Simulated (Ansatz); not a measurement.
Molecule: HgBr₂ (charge 0, triplet). The spin state was set by rule; other spins were not relaxed. 
Coordinates optimised at B3LYP-D3(BJ)/def2-TZVP (Ansatz, an electronic-structure program):
```
Hg
Br 1 2.8064
Br 1 2.8064 2 65.49
```
Charge 0, spin multiplicity 3.

Computed values are from Ansatz. Valence correlation only, unless marked. UHF or UKS for open shells. Spin-orbit coupling is left out. The frozen core is the preceding noble-gas configuration, with the filled d and f shells of earlier blocks. In def2 rows, elements after Kr have scalar-relativistic effective core potentials. Basis-set limits of correlation are two-point, X^-3; Hartree-Fock from the larger set. The bracket is a focal-point correction in the basis named.

| Item | Result |
|---|---|
| atomisation energy De | 27.7 kcal/mol at RI-MP2/CBS(def2-TZVPP,def2-QZVPP)+[CCSD(T)-MP2]/def2-TZVPP |
| total energy | -5298.3197 Eh at RI-MP2/CBS(def2-TZVPP,def2-QZVPP)+[CCSD(T)-MP2]/def2-TZVPP |
| dipole moment | 3.00 D at CCSD(T)/def2-SVPD |
| T1 diagnostic | 0.023 at CCSD/def2-TZVPP |
